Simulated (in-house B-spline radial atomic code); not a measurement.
Spin-orbit splittings of orbital energies (j = l + 1/2 less j = l - 1/2) and ratios of mean radii (lower j over upper j) along the 26-electron series, configuration [Ar] 3d8. Computed with a B-spline radial code for spherical atoms: Dirac-Hartree-Fock, average of the configuration, finite nuclei.

```tsv
ion	Z	splitting of 3d (eV)	radius ratio of 3d	splitting of 2p (eV)	radius ratio of 2p	splitting of 3p (eV)	radius ratio of 3p
In23+	49	8.8306	0.99024	212.97	0.95436	42.497	0.97183
Sn24+	50	9.8324	0.98984	232.95	0.95241	46.967	0.97073
Sb25+	51	10.917	0.98943	254.36	0.95041	51.794	0.96959
Te26+	52	12.088	0.98901	277.3	0.94837	56.996	0.96843
I27+	53	?	?	?	?	?	?
Xe28+	54	14.71	0.98813	328.03	0.94414	68.616	0.96602
Cs29+	55	16.17	0.98768	355.99	0.94195	75.078	0.96477
Ba30+	56	17.736	0.98722	385.81	0.93971	82.007	0.96349
La31+	57	19.413	0.98674	417.57	0.93743	89.428	0.96218
Ce32+	58	21.207	0.98626	451.37	0.93509	97.365	0.96084
Pr33+	59	23.122	0.98577	487.31	0.9327	105.85	0.95946
Nd34+	60	25.164	0.98527	525.5	0.93027	114.9	0.95806
Pm35+	61	?	?	?	?	?	?
Sm36+	62	?	?	?	?	?	?
Eu37+	63	32.111	0.9837	654.62	0.92263	145.8	0.95363
Gd38+	64	34.719	0.98315	702.91	0.91998	157.45	0.95209
Tb39+	65	37.484	0.9826	754.04	0.91727	169.83	0.95052
Dy40+	66	40.412	0.98203	808.12	0.9145	182.97	0.94891
Ho41+	67	43.51	0.98146	865.31	0.91168	196.93	0.94726
```

(1) Fill in the row of I27+.

(2) Fill in the row of Pm35+.

(3) Fill in the row of Sm36+.

(4) With what power of Z does the column «splitting of 3d (eV)» change over this range?

Results:

(1) splitting of 3d (eV): 13.351; radius ratio of 3d: 0.98857; splitting of 2p (eV): 301.82; radius ratio of 2p: 0.94628; splitting of 3p (eV): 62.596; radius ratio of 3p: 0.96724.

(2) splitting of 3d (eV): 27.339; radius ratio of 3d: 0.98475; splitting of 2p (eV): 566.03; radius ratio of 2p: 0.92777; splitting of 3p (eV): 124.56; radius ratio of 3p: 0.95662.

(3) splitting of 3d (eV): 29.653; radius ratio of 3d: 0.98423; splitting of 2p (eV): 609.04; radius ratio of 2p: 0.92523; splitting of 3p (eV): 134.85; radius ratio of 3p: 0.95514.

(4) A fit of the logarithm of its size against log Z from Z = 49 to 67 has slope 5.09. An unscreened hydrogenic electron would give 4 at low Z; screening makes the apparent power larger near the neutral end, and relativity raises it again at high Z.
